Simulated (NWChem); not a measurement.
# BNH3OBr; SMILES NB(O)Br

```xyz
7

B      0.0167    -0.9778     0.0000
Br     0.0039     0.9908     0.0000
O      1.2054    -1.6559     0.0000
H      1.9674    -1.0523     0.0000
N     -1.2098    -1.6603     0.0000
H     -1.2516    -2.6794     0.0000
H     -2.1106    -1.1891     0.0000
```
Atoms are numbered in this order, from 1.

Results from NWChem. All runs use the structure optimised with PBE-D3(BJ)/def2-SVP. Vertical excitations in the gas phase; the lowest state need not have the same character in each row.

For level BHandHLYP/def2-SVP, full TDDFT:

```yaml
lowest state with f > 0.02, singlet (eV): 8.91
orbital gap (eV): 11.32
```

### Question
What are these values for level LRC-wPBEh/def2-SVP, full TDDFT?

### Answer
The lowest state with f > 0.02, singlet (eV) is 8.52 and the orbital gap (eV) is 12.93.
